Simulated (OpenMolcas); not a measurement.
Ti3+ among 6 point charges of -2 e arranged as an octahedron (Oh).

```
Program             : OpenMolcas 26.06
Method              : SS-CASPT2, IPEA 0.25 Eh, imaginary shift 0.1 Eh (closed shells correlated: 3s 3p)
Basis               : ANO-RCC-VDZP [5s4p2d1f]
Scalar Hamiltonian  : DKH2, point nucleus
Active space        : 1 electron in 5 orbitals (3d)
State averaging     : 2S+1 = 2 even, 5 roots
Spin-orbit coupling : state interaction with AMFI integrals over the reference wave functions
```

All point charges move together. At R = 1.88 Å |10Dq| is 10856 cm-1, and at R = 2.19 Å it is 5121 cm-1.

Question: A third run gives 6584 cm-1. What distance was it run at?

Answer: With a power law R^-n the two known points give n = -ln(5121 / 10856) / ln(2.19 / 1.88) = 4.92. Then R = 1.88 × (10856 / 6584)^(1/4.92) = 2.081 Å. The run was at 2.08 Å, so the estimate is off by +0.001 Å.

Roots that are degenerate in the reference are averaged as groups; the widest CASPT2 spread within a group is 18 cm-1 (the 2-fold group of multiplicity 2 near 10900 cm-1 above the lowest state of its run, R = 1.88). Shifts and gaps below about the spread of the groups concerned are not significant. An orbital triplet at a regular site is open to Jahn-Teller coupling, which can distort the site and quench the lowest spin-orbit gaps and is left out. Free-ion shares, where given, are those of the reference states; single-state CASPT2 does not remix them. This field is weak: 10Dq is about 6584 cm-1, while octahedral complexes of 3d ions of charge 3 and more, computed by the same method with explicit ligands, had a median near 15000 cm-1. Ground spin and moment need not be those of a real site (figures for R = 2.08; the like holds for R = 2.19). Point charges carry no covalency, so the field is a model and not that of real ligands. No measured value stands beside these numbers.
